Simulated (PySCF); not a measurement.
C₃H₄ClFSi, SMILES FC1=C(Cl)C[SiH2]1.

Geometry optimised at PBE-D3(BJ)/def2-SVP. This is a generated structure with no PubChem entry under its InChIKey; it may be hypothetical.

These are PBE-D3(BJ)/def2-SVP (PySCF) values and carry that method's errors.

Frequencies are harmonic and unscaled.

Task: Give all harmonic wavenumbers and intensities. (Estimate from the structure and the level; the computed values follow.)

Result: 
| mode | ν (cm⁻¹) | IR (km/mol) | moving atoms (share of kinetic energy) |
|---|---|---|---|
| 1 | 113 | 0.0 | C 35 %, H 31 %, Si 15 %, Cl 14 % |
| 2 | 190 | 1.1 | F 50 %, Cl 35 %, C 12 % |
| 3 | 275 | 1.2 | C 56 %, H 26 %, F 17 % |
| 4 | 329 | 3.3 | Cl 27 %, F 24 %, C 22 %, Si 19 %, H 8 % |
| 5 | 421 | 24.6 | Si 52 %, Cl 26 %, C 10 % |
| 6 | 487 | 9.8 | C 57 %, H 35 % |
| 7 | 529 | 5.1 | H 92 % |
| 8 | 581 | 6.3 | C 46 %, H 18 %, F 16 %, Si 14 % |
| 9 | 632 | 14.8 | H 55 %, C 38 % |
| 10 | 694 | 28.8 | C 41 %, H 34 %, F 19 % |
| 11 | 728 | 33.8 | H 61 %, C 18 %, Si 15 % |
| 12 | 770 | 33.0 | C 70 %, Cl 11 %, Si 10 % |
| 13 | 798 | 19.3 | H 70 %, C 25 % |
| 14 | 926 | 151.2 | H 95 % |
| 15 | 1037 | 6.1 | H 66 %, C 33 % |
| 16 | 1042 | 1.7 | H 83 %, C 16 % |
| 17 | 1122 | 95.0 | C 90 % |
| 18 | 1226 | 158.4 | C 77 %, F 19 % |
| 19 | 1375 | 0.1 | H 89 %, C 11 % |
| 20 | 1639 | 102.2 | C 95 % |
| 21 | 2165 | 116.3 | H 98 % |
| 22 | 2176 | 106.2 | H 96 % |
| 23 | 2996 | 9.8 | H 95 % |
| 24 | 3055 | 2.0 | H 90 %, C 10 % |
